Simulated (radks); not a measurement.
Problem. These are the eigenvalues of the occupied orbitals of an atom or ion with whole-number occupations (hartree). Calculated with a radial shooting solver on a logarithmic mesh with Libxc functionals: Dirac Kohn-Sham, relativistic LDA (MacDonald-Vosko exchange, VWN5 correlation), spin-unpolarised, spherical densities, finite nucleus; Fermi nuclear charge, rms radius of each element as measured or else 0.836 A^(1/3) + 0.57 fm.

orbital  eigenvalue
1s1/2     -2159.519
2s1/2     -535.4004

Which element is it, and in what charge state? The configuration may be excited. Open shells, if any, fill j = l - 1/2 first.

Solution. Z = 65, terbium, charge +62: Tb62+ in [He] 2s1. The 1s level, -2159.5 hartree, gives Z - s = 65.7 by -(Z - s)^2/2, which with screening and relativity narrows Z to a few neighbours, and the depths must fix Z and the occupations together.
